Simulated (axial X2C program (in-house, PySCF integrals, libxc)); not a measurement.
Potential curves of CrP, with spin–orbit coupling

All values were computed with an axial X2C code built on PySCF integrals. Two-component (2c) means X2C with spin–orbit coupling and atomic mean-field two-electron Coulomb and Gaunt terms. Basis: Cr dyall-cv3z [9s10p6d3f2g], P dyall-v3z [8s7p2d1f] (cores contracted in-house); Gaussian nuclei, density fitting, unrestricted open shells. Masses: Cr 51.941 u, P 30.974 u.

State: Ω = 3/2 (⟨Sz⟩ = 1.50, ⟨Lz⟩ = 0.00 at PBE0). Energies in cm⁻¹ from the fragments at the same level (Cr + P). Fits are polynomials in 1 − R0/R over 0.85 to 1.23 times the lowest point R0.

| R (Å) | PBE0 | r2SCAN0 |
| --- | --- | --- |
| 1.9236 | -12011 | -9458 |
| 2.0120 | -14660 | -12428 |
| 2.0783 | -15785 | -13759 |
| 2.1447 | -16363 | -14519 |
| 2.2110 | -16526 | -14839 |
| 2.2884 | -16327 | -14799 |
| 2.3658 | -15828 | -14434 |
| 2.4653 | -14892 | -13640 |
| 2.5869 | -13488 | -12372 |
| 2.7637 | -11255 | -10291 |

Occupations by symmetry block were frozen at the best pattern of an incomplete PBE0 search. De is counted from the lowest determinant-based energies of the atoms at the same level, without counterpoise correction. Density functionals use the spin component along the axis (collinear). With several unpaired electrons one determinant need not be a pure state. This is the top spin component of a Σ state; components of lower Ω are not single determinants and can lie lower. The determinant is spin-polarised beyond a pure state at some levels (its spin-free form has ⟨S²⟩ too high), which makes Re and μ there less reliable.

Question: Fit the PBE0 curve near its minimum: give the equilibrium distance, the harmonic wavenumber and the well depth.

Answer: At PBE0, 2c: Re = 2.209 Å, ωe ≈ 351 cm⁻¹, De = 2.05 eV to Cr + P; Be follows as 0.178 cm⁻¹.

Question: What are Re, ωe and De at the r2SCAN0 level?

Answer: At r2SCAN0, 2c: Re = 2.241 Å, ωe ≈ 339 cm⁻¹, De = 1.84 eV to Cr + P; Be follows as 0.173 cm⁻¹.
